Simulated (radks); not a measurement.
Effect of the nuclear size on neutral argon, [Ar]. All-electron calculation, Dirac Kohn-Sham, exchange-only LDA, spin-unpolarised, spherical densities, finite nucleus; Fermi nuclear charge, rms radius 3.4274 fm. Program: a radial shooting solver on a logarithmic mesh with Libxc functionals. The rms radius is varied about that value; shifts are against it.

rms radius (fm)  total energy shift (eV)  density at nucleus (e/bohr^3)  1s1/2 shift (meV)  2s1/2 shift (meV)
2.7556                          -0.00653                           4323              -2.76             -0.208
3.2252                          -0.00211                           4308             -0.891             -0.067
3.4274                                 0                           4303              0.000              0.000
3.7084                           0.00314                           4296               1.33              0.100
4.1643                           0.00876                           4285               3.70              0.279

Slopes of the eigenvalues against <r^2> in GHz/fm^2, as finite differences over the two radii next to the reference (eigenvalue slopes, not the field-shift constants of lines): 1s1/2 160, 2s1/2 12.1.
